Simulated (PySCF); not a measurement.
**Broadened absorption spectrum of C5H13GeN**

Species: C₅H₁₃GeN.
Numbering: `[CH3:1][C@H:2]1[CH2:3][CH2:4][N:5]([GeH3:6])[CH2:7]1` (hydrogens: H8, H9, H10 on C1; H11 on C2; H12, H13 on C3; H14, H15 on C4; H16, H17, H18 on Ge6; H19, H20 on C7)

Computed, not measured: TDDFT wB97X-D/def2-SVPD, vertical, gas phase, core orbitals frozen in the response (PySCF 2.14.0, density-fitted response routines). The structure is a single PBE0-D3(BJ)/def2-SVP conformer in the gas phase; no vibrational or solvent corrections. The wB97X-D/def2-SVPD calculation is non-relativistic and has no spin–orbit coupling, an omission that weighs most on germanium.

Each state is given a Gaussian of 0.4 eV full width at half maximum, with ε(max) = 2.175×10⁸ f / Δν̃ (Δν̃ the width in cm⁻¹). The width is an assumption, not a result. The curve ends short of the highest state used, and states not computed would add to its high-energy end.

```
λ (nm)  ε (L mol⁻¹ cm⁻¹)
 159.3               323
 162.9               857
 166.5              1588
 170.1              2083
 173.7              2225
 177.3              2025
 180.9              1297
 184.5               836
 188.1              1510
 191.6              3139
 195.2              4315
 198.8              3719
 202.4              2101
 206.0               847
 209.6               330
 213.2               228
 216.8               219
 220.4               180
 224.0               114
 227.6                56
 231.1                22
 234.7                 7
 238.3                 2
 241.9                 0
```

Q: Locate the maxima and give the states behind the curve.

A: 196 nm (6.33 eV), ε about 4300, made up of S2 (100%); 174 nm (7.12 eV), ε about 2200, made up of S4 (63%) and S6 (28%) (ε in L mol⁻¹ cm⁻¹; maxima over ε = 5, shares over 10%). The states used: S1 5.73 eV (f 0.0032); S2 6.33 eV (f 0.064); S3 6.72 eV (f 0.0018); S4 7.01 eV (f 0.026); S5 7.22 eV (f 0.0033); S6 7.34 eV (f 0.021); S7 7.61 eV (f 0.0067); S8 8.17 eV (f 0.0023); S9 8.27 eV (f 0.0006); S10 8.38 eV (f 0.0023).

Q: Coming from long wavelengths, where does ε first pass 100 L mol⁻¹ cm⁻¹?

A: At about 225 nm (5.52 eV), 0.21 eV below S1.

Q: What would ε be at 6.33 eV, the highest of these maxima, with half the width (0.2 eV)?

A: About 8670 L mol⁻¹ cm⁻¹ against 4340, a factor of about 2.00; a lone state at its own centre would give exactly 2.

Q: On this curve, what absorbance would a 10⁻⁴ mol/L sample give at 222 nm over a 1 cm path?

A: 222 nm is 5.585 eV, where ε is about 150 L mol⁻¹ cm⁻¹, so A = ε c l ≈ 0.015 (Beer–Lambert, with the gas-phase spectrum and the assumed width).

The vertical ionisation energy is 8.04 eV (ΔSCF), so S8 and higher lie in the continuum; a finite Gaussian basis only mimics such states.
